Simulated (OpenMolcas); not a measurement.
A run on Fe4+ with 6 ligands (chloride, fluoride on the axis) in tetragonal octahedral coordination (D4h) at 2.24 Å, the axial distance 1.814 Å. A charge of +0.333 e stands 2.8 Å behind each ligand. Ligand basis ANO-RCC-VDZP.

* Program: OpenMolcas 26.06
* Method: SS-CASPT2, IPEA 0.25 Eh, imaginary shift 0.1 Eh (closed shells correlated: 3s 3p and the ligand valence shells)
* Basis: ANO-RCC-VDZP [5s4p2d1f]
* Scalar Hamiltonian: DKH2, point nucleus
* Active space: 4 electrons in 5 orbitals (3d)
* State averaging: 2S+1 = 5 even, 5 roots; 2S+1 = 3 even, 45 roots; 2S+1 = 1 even, 50 roots
* Spin-orbit coupling: state interaction with AMFI integrals over the reference wave functions

First CASPT2 step and the start of its output:

```
&CASPT2
Multistate=5 1 2 3 4 5
NoMult
Frozen=13 14
IPEA=0.25
Imaginary=0.1
MaxIter=60
WThr=0.0 0.3 0.05
PrWF=0.5
NoMix
```

```
--- CASPT2 ---
Orbital specifications:
      -----------------------

      Symmetry species                           1   2
                                                ag  au
      Frozen orbitals                           13  14
      Inactive orbitals                         13  15
      Active orbitals                            5   0
      Secondary orbitals                        34  40
      Deleted orbitals                           0   0
      Number of basis functions                 65  69
Type of calculation                        SS-CASPT2
      Fock operator                              state-specific
      IPEA shift                                 0.25
      Real shift                                 0.00
      Imaginary shift                            0.10
      The input orbitals will be transformed to quasi-canonical
Reference energy:       -3314.6324386607
      E2 (Non-variational):      -1.6377801670
      Shift correction:          -0.0036029395
      E2 (Variational):          -1.6413831065
      Total energy:           -3316.2738217671
      Residual norm:              0.0000004843
      Reference weight:           0.62110
      Contributions to the CASPT2 correlation energy
      Active & Virtual Only:         -0.0348533221
      One Inactive Excited:          -0.2748787898
      Two Inactive Excited:          -1.3280480550
Reference energy:       -3314.6274381321
      E2 (Non-variational):      -1.6040235581
      Shift correction:          -0.0048729252
      E2 (Variational):          -1.6088964833
      Total energy:           -3316.2363346154
      Residual norm:              0.0000002350
      Reference weight:           0.61767
      Contributions to the CASPT2 correlation energy
      Active & Virtual Only:         -0.0289341836
...
```

Over all roots the printed reference weights run from 0.03 to 0.62, and roots that are degenerate in the reference spread by up to 23 cm-1.

Did the run give usable levels, and if not, why?

No. The equations converged, but the reference weight falls to 0.03 for at least one root against 0.62 for the best. A drop of that size marks an intruder state, so the energies of such roots and the levels built on them can't be trusted.
